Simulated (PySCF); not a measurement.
BeBrCl (SMILES [Cl][Be][Br]), singlet, geometry from GFN2-xTB (such geometries of metal compounds can be far from the true shape); DF-PBE/3-21G run with PySCF.

Input for PySCF:
```python
from pyscf import gto, scf, dft

mol = gto.Mole()
mol.atom = '''
    Be   -0.000000   -0.000000   -0.682519
    Cl   -0.000000   -0.000000   -2.439039
    Br    0.000000    0.000000    1.262678
'''
mol.basis = '3-21g'
mol.charge = 0
mol.spin = 0
mol.verbose = 4
mol.max_memory = 1800
mol.build()

mf = dft.RKS(mol)
mf.xc = 'pbe'
mf = mf.density_fit(auxbasis='def2-universal-jkfit')
mf.kernel()
```

### Question
What does PySCF print? Leave out banner, timings and long lists.

### Answer

```
PySCF version 2.14.0

[INPUT] verbose = 4
[INPUT] num. atoms = 3
[INPUT] num. electrons = 56
[INPUT] charge = 0
[INPUT] spin (= nelec alpha-beta = 2S) = 0
[INPUT] symmetry False subgroup None
[INPUT] Mole.unit = angstrom
[INPUT] Symbol           X                Y                Z      unit          X                Y                Z       unit  Magmom
[INPUT]  1 Be     0.000000000000   0.000000000000  -0.682519000000 AA    0.000000000000   0.000000000000  -1.289773984812 Bohr   0.0
[INPUT]  2 Cl     0.000000000000   0.000000000000  -2.439039000000 AA    0.000000000000   0.000000000000  -4.609115717133 Bohr   0.0
[INPUT]  3 Br     0.000000000000   0.000000000000   1.262678000000 AA    0.000000000000   0.000000000000   2.386115603514 Bohr   0.0

nuclear repulsion = 143.629953212879
number of shells = 22
number of NR pGTOs = 96
number of NR cGTOs = 44
basis = 3-21g
ecp = {}

******** <class 'pyscf.df.df_jk.DFRKS'> ********
method = DFRKS
initial guess = minao
damping factor = 0
level_shift factor = 0
DIIS = <class 'pyscf.scf.diis.CDIIS'>
diis_start_cycle = 1
diis_space = 8
diis_damp = 0
SCF conv_tol = 1e-09
SCF conv_tol_grad = None
SCF max_cycles = 50
direct_scf = False
XC library pyscf.dft.libxc version 7.1.2
    S. Lehtola, C. Steigemann, M. J. T. Oliveira, and M. A. L. Marques,  SoftwareX 7, 1–5 (2018)
XC functionals = pbe
    J. P. Perdew, K. Burke, and M. Ernzerhof,  Phys. Rev. Lett. 77, 3865 (1996)
    J. P. Perdew, K. Burke, and M. Ernzerhof,  Phys. Rev. Lett. 78, 1396 (1997)
    J. P. Perdew, K. Burke, and M. Ernzerhof,  Phys. Rev. Lett. 77, 3865 (1996)
    J. P. Perdew, K. Burke, and M. Ernzerhof,  Phys. Rev. Lett. 78, 1396 (1997)
radial grids:
    Treutler-Ahlrichs [JCP 102, 346 (1995); DOI:10.1063/1.469408] (M4) radial grids

becke partition: Becke, JCP 88, 2547 (1988); DOI:10.1063/1.454033
pruning grids: <function nwchem_prune>
grids dens level: 3
symmetrized grids: False
atomic radii adjust function: <function treutler_atomic_radii_adjust>
small_rho_cutoff = 0
Set gradient conv threshold to 3.16228e-05
Initial guess from minao.
tot grids = 53032
init E= -3031.22762563361
  HOMO = -0.348030648291803  LUMO = -0.0666770136870568  gap/eV = 7.65602
cycle= 1 E= -3033.9076958989  delta_E= -2.68  |g|= 0.295  |ddm|= 1.97
  HOMO = -0.238661276710927  LUMO = -0.0380251829357386  gap/eV = 5.45959
cycle= 2 E= -3033.86300309334  delta_E= 0.0447  |g|= 0.466  |ddm|= 0.955
  HOMO = -0.275060407497641  LUMO = -0.0258884217201601  gap/eV = 6.78032
cycle= 3 E= -3033.93780294124  delta_E= -0.0748  |g|= 0.0245  |ddm|= 0.591
  HOMO = -0.278301012869477  LUMO = -0.033593540388579  gap/eV = 6.65883
cycle= 4 E= -3033.93809221821  delta_E= -0.000289  |g|= 0.00616  |ddm|= 0.0559
  HOMO = -0.278768190575363  LUMO = -0.0330391246046591  gap/eV = 6.68663
cycle= 5 E= -3033.93810483996  delta_E= -1.26e-05  |g|= 0.00306  |ddm|= 0.0114
  HOMO = -0.278440686471814  LUMO = -0.0329944159325159  gap/eV = 6.67893
cycle= 6 E= -3033.93810804287  delta_E= -3.2e-06  |g|= 0.000304  |ddm|= 0.00422
  HOMO = -0.278495012954684  LUMO = -0.0329924410531843  gap/eV = 6.68047
cycle= 7 E= -3033.93810808403  delta_E= -4.12e-08  |g|= 2.78e-05  |ddm|= 0.000487
  HOMO = -0.278493126148821  LUMO = -0.0329917263104125  gap/eV = 6.68043
cycle= 8 E= -3033.93810808436  delta_E= -3.25e-10  |g|= 1.6e-06  |ddm|= 4.24e-05
  HOMO = -0.278493708976349  LUMO = -0.0329916876018469  gap/eV = 6.68045
Extra cycle  E= -3033.93810808436  delta_E= 3.64e-12  |g|= 2.29e-06  |ddm|= 6.5e-06
converged SCF energy = -3033.93810808436
```
